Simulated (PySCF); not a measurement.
B(F)(Et)(NH2) (C₂H₇BFN), SMILES CCB(N)F. Atoms are numbered in the order given.

```xyz
12

B     -0.1241     0.3871     0.4197
F     -1.3066    -0.1649     0.7814
C      0.4215     0.1110    -1.0386
C      0.3732    -1.3737    -1.4262
H      1.4434     0.5103    -1.1584
H     -0.2126     0.6904    -1.7362
H     -0.6473    -1.7748    -1.3230
H      1.0291    -1.9788    -0.7784
H      0.6951    -1.5383    -2.4671
N      0.5333     1.1777     1.3749
H      0.1480     1.3488     2.2957
H      1.4236     1.6231     1.2009
```

Coordinates come from a ωB97X-D3(BJ)/def2-SVP optimisation. Other conformers were not sampled.

Method: PBE/def2-TZVP in PySCF.

ESP charges are fitted to the potential on shells at 1.4 to 2.0 van der Waals radii. Atomic charges (e):

```
atom  meta-Löwdin  ESP fit
----  -----------  -------
B1           0.38     0.61
F2          -0.31    -0.29
C3          -0.33    -0.06
C4          -0.33    -0.27
H5           0.11     0.02
H6           0.13     0.02
H7           0.12     0.07
H8           0.11     0.07
H9           0.11     0.07
N10         -0.46    -1.11
H11          0.24     0.45
H12          0.25     0.42
```

Task: Give the Mayer and Wiberg (Löwdin basis) orders of the bonds. (Estimate from the structure and the level; the computed values follow.)

Result: 
| bond | Mayer | Wiberg |
|---|---|---|
| B1–F2 | 1.18 | 2.00 |
| B1–C3 | 1.03 | 1.21 |
| C3–C4 | 0.99 | 1.26 |
| C3–H5 | 0.94 | 0.82 |
| C3–H6 | 0.93 | 0.80 |
| C4–H7 | 0.97 | 0.90 |
| C4–H8 | 0.97 | 0.90 |
| C4–H9 | 0.97 | 0.91 |
| B1–N10 | 1.37 | 1.85 |
| N10–H11 | 0.91 | 0.90 |
| N10–H12 | 0.92 | 0.90 |
